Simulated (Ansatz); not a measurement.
Computed with Ansatz on PBE0-D4/def2-TZVP structures; ΔE is electronic, products minus reactants. CCSD(T)/CBS is the MP2 limit (def2-TZVPP, def2-QZVPP) plus CCSD(T) − MP2 in def2-TZVPP, frozen cores. This one scheme is used for every species. DFT in def2-TZVPP. def2 core potentials past Kr. For Nb outer-core shells are correlated without core-valence functions, which leaves a few kJ/mol of doubt a bond. Each species was taken in one conformer, which may not be the lowest.

`[NH2][Nb](=[O])([OH])[F]` + H₂O → `[O]=[Nb]([OH])([OH])[F]` + NH₃  (formal hydrolysis of the Nb–N bond)

Question: Is it downhill or uphill in electronic energy at CCSD(T)/CBS, and by how much? (Best estimate.)

Answer: Computed: Downhill: ΔE = -9.9 kcal/mol.

Question: What do these levels give: B2PLYP, r2SCAN, RPA@PBE/def2-TZVPP, CCSD/def2-TZVPP, HF/CBS(def2), MP2/CBS(def2)? (Estimate.)

Answer: The calculation gave: B2PLYP -11.5, r2SCAN -12.0, RPA@PBE/def2-TZVPP -10.5, CCSD/def2-TZVPP -10.6, HF/CBS(def2) -12.3, MP2/CBS(def2) -9.7 kcal/mol.

Question: What do rigid-rotor, harmonic-oscillator terms from PBE0-D4/def2-TZVP frequencies (298.15 K, 1 bar) make of the CCSD(T)/CBS value? (Estimate.)

Answer: Ansatz gave: ΔZPE = +0.6 kcal/mol, ΔH = -9.5 kcal/mol, ΔS = -1 J/(mol·K), ΔG = -9.4 kcal/mol.

Largest T1 diagnostic among the species: 0.022, so the coupled-cluster value is less sure than usual.

Leaving LDA and LC-ωPBE aside and taking each functional with its dispersion term where it has one, the values, not all of them listed here, spread over 1.9 kcal/mol, from B97M-V to HSE06-D4. In def2-TZVPP, CCSD(T) changes the Hartree–Fock value by +1.9 kcal/mol (the triples alone add +0.1 kcal/mol) and MP2 by +2.1 kcal/mol.
